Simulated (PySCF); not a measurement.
Excitations are Tamm–Dancoff values on a coarser integration grid. The basis has no diffuse functions, so Rydberg states are missing or too high.

Cartesian coordinates (Å):
SMILES: [GaH2][OH]
```xyz
5

O      1.2047    -0.4192    -0.0129
Ga    -0.5469    -0.0595     0.0061
H      1.7640     0.3601    -0.0200
H     -1.4480    -1.3277     0.0173
H     -0.9738     1.4463     0.0094
```
Charge 0, multiplicity 1.

What dipole moment, HOMO and T1 excitation (TDA) does TPSSh-D3(BJ)/def2-TZVP // PBE0-D3(BJ)/def2-TZVP (PySCF) give?


```yaml
dipole_moment: 1.43 D
HOMO: -7.88 eV
T1 excitation (TDA): 5.43 eV
```
